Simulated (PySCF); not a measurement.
H₃OSi, charge +1, singlet, geometry from GFN2-xTB.

The PySCF input:
```python
from pyscf import gto, scf, cc

mol = gto.Mole()
mol.atom = '''
    O     0.968061   -0.292747   -0.018010
    Si   -0.526718    0.137832    0.008496
    H     1.907151   -0.081403   -0.005379
    H    -0.914602    1.533462    0.093401
    H    -1.362990   -1.039731   -0.062880
'''
mol.basis = 'def2-svp'
mol.charge = 1
mol.spin = 0
mol.verbose = 5
mol.build()

mf = scf.RHF(mol)
mf.kernel()

mycc = cc.CCSD(mf)
mycc.direct = True
mycc.kernel()
et = mycc.ccsd_t()
print('E(CCSD(T)) = %.10f' % (mycc.e_tot + et))
mf.analyze()
```

Question: What total energy does CCSD(T)/def2-SVP in PySCF give?

Answer: -365.433329 Ha

Question: What T1 diagnostic does CCSD(T)/def2-SVP give?

Answer: 0.012

Question: Estimate the number of basis functions that CCSD(T)/def2-SVP returns for this input.

Answer: 47

Question: Predict the nuclear repulsion energy from CCSD(T)/def2-SVP.

Answer: 59.6152 Eh

Question: Predict the SCF-reference HOMO-LUMO gap from CCSD(T)/def2-SVP.

Answer: 14.95 eV

Question: Estimate the SCF-reference HOMO energy that CCSD(T)/def2-SVP returns for this input.

Answer: -20.15 eV
